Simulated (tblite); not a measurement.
C3H11NO2Si3.
SMILES with atom numbers: `[O:1]=[CH:2][C@H:3]1[CH2:4][SiH2:5][N:6]([SiH3:7])[SiH2:8][O:9]1` (hydrogens: H10 on C2; H11 on C3; H12, H13 on C4; H14, H15 on Si5; H16, H17, H18 on Si7; H19, H20 on Si8)

Cartesian coordinates in Å at the GFN2-xTB level; atoms count from 1:
```
atom  x, y, z in Å
O1     4.1565   -0.0326   -0.3831
C2     3.1218    0.4822   -0.7017
C3     1.7520   -0.1057   -0.4721
C4     1.3717    0.2099    0.9782
Si5   -0.3420   -0.4994    1.3975
N6    -1.4187   -0.1098    0.0942
Si7   -3.1492   -0.2657    0.2590
Si8   -0.7306    0.1698   -1.4858
O9     0.8538    0.4747   -1.3688
H10    3.0806    1.4879   -1.1607
H11    1.7895   -1.1943   -0.6128
H12    2.1337   -0.2033    1.6365
H13    1.3812    1.2935    1.1003
H14   -0.8354    0.1318    2.6227
H15   -0.2166   -1.9582    1.5413
H16   -3.7464    0.6789   -0.6825
H17   -3.5625   -1.6363   -0.0588
H18   -3.4660    0.0501    1.6500
H19   -0.9660   -1.0283   -2.2966
H20   -1.2126    1.4145   -2.0598
```

Computed with GFN2-xTB (tblite): harmonic, unscaled wavenumbers at the GFN2-xTB geometry, gas phase. Errors from tens to a few hundred cm⁻¹ against measured bands are possible. Modes of hydrogen on silicon can be 10 to 20 % off. One conformer, not necessarily the lowest.

Harmonic wavenumbers (cm⁻¹): 32.1, 36.5, 74.8, 106.7, 116.2, 162.1, 179.9, 201.6, 234.8, 269.1, 373.0, 406.7, 475.9, 497.1, 532.7, 545.3, 569.8, 584.8, 605.0, 612.7, 679.5, 734.2, 737.6, 751.7, 760.6, 773.4, 783.4, 801.2, 819.5, 866.1, 898.8, 969.3, 991.4, 1010.6, 1050.9, 1117.1, 1157.5, 1204.8, 1273.6, 1281.3, 1351.2, 1458.7, 1788.6, 2193.3, 2216.2, 2234.5, 2254.3, 2264.7, 2273.5, 2352.7, 2783.7, 2880.9, 2983.8, 3005.3.

A = 2341, B = 573.9, C = 477.9 MHz; mass 177.010 u (most abundant isotopes); point group C1, symmetry number 1.

Problem. What is the zero-point energy?

Solution. Half the sum of the wavenumbers: 28660 cm⁻¹ = 81.94 kcal/mol.

Problem. Give the ideal-gas entropy at 298.15 K and 1 bar in the rigid-rotor, harmonic-oscillator model (classical rotation).

Solution. Translation 41.45, rotation 30.59, vibration 41.57: S = 113.6 cal/(mol K).

Problem. And Cp and H(298.15 K) − H(0)?

Solution. Cp = 49.25 cal/(mol K), of which vibrations give 41.30 (their classical limit is 54 R = 107.3); H(298.15 K) − H(0) = 8.67 kcal/mol without the zero-point energy, 6.30 from vibrations.

Problem. Blend soft modes into free rotors: weight 1/[1 + (100 cm⁻¹/ν̃)⁴] for the oscillator and the rest for a rotor with moment μB/(μ + B), μ = h/(8π²ν), B = 10⁻⁴⁴ kg m². What vibrational entropy results?

Solution. 37.25 cal/(mol K) in place of 41.57, which changes −T·S at 298.15 K by +1.29 kcal/mol.

Problem. What must be added to the electronic energy to get the Gibbs energy at 298.15 K and 1 bar?

Solution. ZPE + [H(298.15 K) − H(0)] − T·S = 81.94 + 8.67 − 33.87 = 56.74 kcal/mol.

Problem. How do the functions run with temperature in this model?

Solution. 
```tsv
T (K)	S (cal/(mol K))	Cp (cal/(mol K))	H − H(0) (kcal/mol)	G − H(0) (kcal/mol)	ln q(vib)
50	63.8	15.9	0.58	-2.61	1.16
100	77.0	22.7	1.55	-6.15	3.06
373.15	125.6	57.8	12.69	-34.18	12.95
500	144.2	69.2	20.78	-51.32	17.33
750	175.3	84.0	40.08	-91.39	25.38
1000	200.8	93.2	62.32	-138.51	32.61
```

q(vib) and H(0) count from the zero-point level.

Hindered rotation and anharmonicity are outside this model. Other conformers, if any are populated, would add a mixing term that is left out. The structure is chiral; the term R ln 2 for an equal mix with its mirror image is left out.

On one thread of an Arm Neoverse N1, no GPU, on a shared host, this took 1.8 s wall. This covers the Hessian and the dipole derivatives.
